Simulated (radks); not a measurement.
Task: Radial electron density D(r) = 4 pi r^2 rho(r) of an atom or ion with 61 electrons. Calculated with a radial shooting solver on a logarithmic mesh with Libxc functionals: Dirac Kohn-Sham, BLYP, spin-unpolarised, spherical densities, finite nucleus; Fermi nuclear charge, rms radius of each element as measured or else 0.836 A^(1/3) + 0.57 fm.

| r (bohr) | D(r) (e/bohr) |
|---|---|
| 0.003062 | 24.49 |
| 0.003565 | 29.98 |
| 0.00415 | 36.31 |
| 0.004831 | 43.44 |
| 0.005624 | 51.22 |
| 0.006548 | 59.41 |
| 0.007623 | 67.61 |
| 0.008874 | 75.30 |
| 0.01033 | 81.84 |
| 0.01203 | 86.58 |
| 0.014 | 88.97 |
| 0.0163 | 88.82 |
| 0.01898 | 86.44 |
| 0.02209 | 82.83 |
| 0.02572 | 79.62 |
| 0.03018 | 78.83 |
| 0.03513 | 82.19 |
| 0.0409 | 89.93 |
| 0.04761 | 100.4 |
| 0.05543 | 110.2 |
| 0.06453 | 115.2 |
| 0.07512 | 112.5 |
| 0.08746 | 103.4 |
| 0.1018 | 92.67 |
| 0.1185 | 87.13 |
| 0.138 | 90.21 |
| 0.1606 | 98.37 |
| 0.187 | 102.4 |
| 0.2177 | 94.44 |
| 0.2534 | 75.25 |
| 0.295 | 54.83 |
| 0.3462 | 43.96 |
| 0.4031 | 45.71 |
| 0.4692 | 51.01 |
| 0.5463 | 50.47 |
| 0.636 | 41.89 |
| 0.7404 | 30.09 |
| 0.8619 | 20.62 |
| 1.003 | 15.22 |
| 1.168 | 12.27 |
| 1.36 | 9.670 |
| 1.583 | 6.704 |
| 1.843 | 3.878 |
| 2.146 | 1.837 |
| 2.498 | 0.7257 |
| 2.908 | 0.2684 |
| 3.385 | 0.1216 |
| 3.972 | 0.07222 |
| 4.625 | 0.04470 |
| 5.384 | 0.02285 |
| 6.267 | 0.008848 |
| 7.296 | 0.002457 |
| 8.494 | 0.0004626 |

What is the nuclear charge?

Result: Z = 65. The innermost maximum, from 1s, lies near gamma/Z bohr with gamma = sqrt(1 - (Z/c)^2) = 0.880, here 0.0135 bohr (found: 0.0149), and its height grows with Z. The density is that of the terbium ion Tb4+ in [Xe] 4f6.75 5f0.25; the configuration itself is not fixed sharply by these data, and Z only to a few units. D(r) has 4 maxima, at r = 0.0149, 0.0661, 0.184, 0.504 bohr, and minima at 0.0288, 0.121, 0.360 bohr, inside which lie 2.01, 11.20, 29.32 electrons.
